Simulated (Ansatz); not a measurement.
Dissociation curve of Ga2(mu-Cl)2(Me)4, C4H12Cl2Ga2, singlet. The C4–H20 bond (C4 also carries Ga, H, H; H20 carries nothing else) is pulled apart rigidly from the PBE0/def2-SVP optimised geometry.

- RKS-PBE = restricted PBE/def2-SVP in Ansatz (a first-principles code)
- UKS-PBE = unrestricted PBE/def2-SVP in Ansatz
- RKS-PBE0 = restricted PBE0/def2-SVP in Ansatz
- UKS-PBE0 = unrestricted PBE0/def2-SVP (Ansatz)

Energies relative to the lowest point of each curve near equilibrium, in mEh; the last columns give the difference from UKS-PBE0:

```
R / Å  RKS-PBE  UKS-PBE  RKS-PBE0  UKS-PBE0  RKS-PBE − UKS-PBE0  UKS-PBE − UKS-PBE0  RKS-PBE0 − UKS-PBE0
-----  -------  -------  --------  --------  ------------------  ------------------  -------------------
0.90      39.3     39.3      37.7      37.7                 1.6                 1.6                  0.0
0.98      12.6     12.6      11.5      11.5                 1.0                 1.0                  0.0
1.04       3.1      3.1       2.6       2.6                 0.5                 0.5                  0.0
1.07       0.9      0.9       0.6       0.6                 0.3                 0.3                  0.0
1.10       0.0      0.0       0.0       0.0                 0.0                 0.0                  0.0
1.13       0.2      0.2       0.5       0.5                -0.3                -0.3                  0.0
1.19       3.3      3.3       4.2       4.2                -0.9                -0.9                  0.0
1.25       8.9      8.9      10.5      10.5                -1.5                -1.5                  0.0
1.33      19.2     19.2      21.6      21.6                -2.4                -2.4                  0.0
1.47      40.8     40.8      45.0      45.0                -4.1                -4.1                  0.0
1.59      60.6     60.6      66.2      66.2                -5.6                -5.6                  0.0
1.82      96.6     96.6     105.2     105.2                -8.6                -8.6                  0.0
2.06     128.8    128.8     140.6     140.1               -11.2               -11.2                  0.5
2.31     155.9    154.5     170.9     160.8                -4.8                -6.3                 10.2
2.67     184.9    170.9     204.2     173.0                11.8                -2.2                 31.2
3.22     212.1    177.7     237.4     178.3                33.8                -0.6                 59.1
```

RKS-PBE is furthest from UKS-PBE0 at 3.22 (33.8 mEh, above); its mean absolute difference over the points is 5.5 mEh.

UKS-PBE is furthest from UKS-PBE0 at 2.06 (-11.2 mEh, below); its mean absolute difference over the points is 3.0 mEh.

RKS-PBE0 is furthest from UKS-PBE0 at 3.22 (59.1 mEh, above); its mean absolute difference over the points is 6.3 mEh.

The restricted form behind RKS-PBE, RKS-PBE0 keeps the bonding electrons paired and can't separate into open-shell fragments. The unrestricted solution behind UKS-PBE changes between 2.31 and 2.67 Å, which can leave a kink. The unrestricted determinant behind UKS-PBE is spin-contaminated at 2.31 to 3.22 Å (<S²> up to 1.0, against 0.00 for a pure singlet). The unrestricted determinant behind UKS-PBE0 is spin-contaminated at 2.06 to 3.22 Å (<S²> up to 1.0, against 0.00 for a pure singlet).
